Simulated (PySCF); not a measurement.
B3LYP has the VWN-RPA correlation part, as in Gaussian. Delta-SCF ions had no search for a lower state. Excitations are Tamm–Dancoff values on a coarser integration grid. The basis has no diffuse functions, so Rydberg states are missing or too high.

## BFI₂, SMILES `FB(I)I` (charge 0, multiplicity 1)

All values below come from B3LYP-D3(BJ)/def2-TZVP in PySCF 2.14.0.

```yaml
HOMO: -7.46 eV
dipole_moment: 0.46 D
HOMO–LUMO gap: 5.56 eV
LUMO: -1.90 eV
S1 excitation (TDA): 4.46 eV
S1 oscillator strength: 0.000
brightest of the four lowest singlets (TDA): 5.55 eV
T1 excitation (TDA): 4.32 eV
S1–T1 gap (TDA): 0.14 eV
vertical ionisation energy (Delta-SCF): 9.62 eV
total_energy: -720.4725 Ha
cost: about 110 core-seconds (a rough figure)
```

Bond lengths (Å): F1–B2 1.310, B2–I3 2.134, B2–I4 2.134. Bond angles (°): F1–B2–I3 118.7, F1–B2–I4 118.7, I3–B2–I4 122.5.
